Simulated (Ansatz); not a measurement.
Start from `COC(O)C=N` and change one atom or group to get `COC(O)[SeH]`.

Ansatz, PBE0-D4/def2-TZVP geometries, multiplicity 1. Each molecule was computed in one conformer, which needn't be the lowest.

Scalar relativity is left out up to krypton.

| property | `COC(O)C=N` |
| --- | --- |
| HOMO–LUMO gap (PBE/def2-TZVPP) / eV | 4.41 |
| size of the dipole moment (B3LYP/def2-TZVPP) / D | 2.12 |
| HOMO energy (ωB97M-V/def2-TZVPP) / eV | -10.38 |
| size of the dipole moment (PBE/def2-TZVPP) / D | 2.03 |
| LUMO energy (ωB97M-V/def2-TZVPP) / eV | 1.59 |
| HOMO energy (B3LYP/def2-TZVPP) / eV | -7.70 |

(1) What does the change do to each property? (Best estimate.)

## Answers

(1) Ansatz gave: 
| property | `COC(O)[SeH]` | shift |
| --- | --- | --- |
| HOMO–LUMO gap (PBE/def2-TZVPP) / eV | 4.66 | 0.25 |
| size of the dipole moment (B3LYP/def2-TZVPP) / D | 1.70 | -0.42 |
| HOMO energy (ωB97M-V/def2-TZVPP) / eV | -9.02 | 1.36 |
| size of the dipole moment (PBE/def2-TZVPP) / D | 1.66 | -0.37 |
| LUMO energy (ωB97M-V/def2-TZVPP) / eV | 1.84 | 0.25 |
| HOMO energy (B3LYP/def2-TZVPP) / eV | -6.56 | 1.14 |

With PBE0 the HOMO rises by 1.14 eV and the LUMO rises by 0.67 eV, so the gap narrows by about 0.47 eV. PBE moves the HOMO by 0.69 eV and ωB97M-V by 1.36 eV. Dipoles are sizes alone; their direction can turn.

B3LYP here is the variant with VWN-RPA as its local correlation; programs differ in this.

Spin–orbit coupling is left out; it splits and shifts lone-pair levels of the heavy atoms by tenths of an eV.
